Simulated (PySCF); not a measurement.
Correlation energy of Kr⁺ (krypton, charge +1)

[Ar] 3d10 4s2 4p5, 2P determinant. Computed with PySCF 2.14 in x2c-TZVPPall, with scalar relativity by spin-free X2C-1e. Frozen: [Ar] 3d10; 7 electrons correlated.

```
  level  correlation energy (mhartree)
   CCSD                        -157.43
    (T)                          -4.04
CCSD(T)                        -161.47
  CCSDT                        -161.96
```

Diagnostics: T1 = 0.0054, D1 = 0.0184, largest double amplitude 0.045.

Problem. Is a single reference adequate?

Solution. Yes, within this model without spin-orbit coupling: T1 lies below 0.03 and no double amplitude reaches 0.07.
